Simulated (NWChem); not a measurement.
CH4F2Si; SMILES FC(F)[SiH3]

Program: NWChem. Pople sets run with spherical d functions. Geometry: optimised at PBE0/def2-SVP. Vertical excitations in the gas phase; the lowest state need not have the same character in each row.

For level BHandHLYP/6-31+G*, full TDDFT:

| Property | Value |
|---|---|
| lowest excitation, singlet (eV) | 8.26 |
| oscillator strength of that lowest state | 0.068 |
| orbital gap (eV) | 10.73 |

### Question
What are these values for level B3LYP/6-31+G*, full TDDFT?

### Answer
| Quantity | Value |
|---|---|
| lowest excitation, singlet (eV) | 7.37 |
| oscillator strength of that lowest state | 0.038 |
| orbital gap (eV) | 8.29 |
